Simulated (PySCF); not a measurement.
C4H10BN, SMILES CB(N)C(C)=C. Geometry optimised at TPSSh-D3(BJ)/def2-SVP. The structure was generated by enumeration, and PubChem lists no compound with its InChIKey, so it may never have been made. One conformer was computed; it need not be the lowest.

Computed equilibrium geometry at TPSSh-D3(BJ)/def2-SVP (PySCF confirms it by a frequency run) as a Z-matrix (one conformer of several):
```
B
N 1 1.4041
H 2 1.0146 1 123.46
H 2 1.0151 3 113.67 1 179.48
C 1 1.5856 2 118.71 3 -177.31
C 5 1.3477 1 120.51 2 37.09
H 6 1.0957 5 121.73 1 -0.94
H 6 1.0973 7 115.93 5 -178.51
C 5 1.5118 6 120.51 7 -177.78
H 9 1.1016 5 112.19 6 -2.52
H 9 1.1038 10 108.14 5 -122.46
H 9 1.1041 10 108.13 11 -114.57
C 1 1.5875 2 120.23 3 2.96
H 13 1.1026 1 113.94 2 -4.48
H 13 1.1044 14 107.95 1 123.94
H 13 1.1054 14 107.48 15 113.71
```
Charge 0, spin multiplicity 1.
